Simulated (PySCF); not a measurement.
C4H3ClF2, SMILES CC(F)=C=C(F)Cl. Atoms are numbered in the order given.

```xyz
10

C     -2.3750    -0.0114    -1.4191
C     -1.6040    -0.2317    -0.1606
F     -2.4080    -0.4164     0.9047
C     -0.2985    -0.2604    -0.0204
C      1.0017    -0.2466     0.0767
F      1.7752    -1.3224    -0.0542
Cl     1.9475     1.1776     0.3930
H     -1.7041     0.1393    -2.2738
H     -3.0259    -0.8796    -1.6146
H     -3.0271     0.8704    -1.3061
```

The structure is a stationary point at B3LYP-D3(BJ)/def2-SVP.

Method: PBE/def2-TZVP (PySCF).

Isolated molecule, no solvent.

Computed frontier levels, gap, dipole moment and polarisability:
| Quantity | Value |
|---|---|
| highest occupied level | -6.50 eV |
| lowest empty level | -1.83 eV |
| orbital gap | 4.68 eV |
| dipole moment | 2.18 D |
| quadrupole, principal values (traceless, Buckingham form, about the centre of nuclear charge) | -5.50, -1.53, 7.03 D·Å |
| mean static polarisability | 68.1 bohr³ (10.09 Å³) |
| polarisability, principal values | 46.5, 51.6, 106.2 bohr³ |
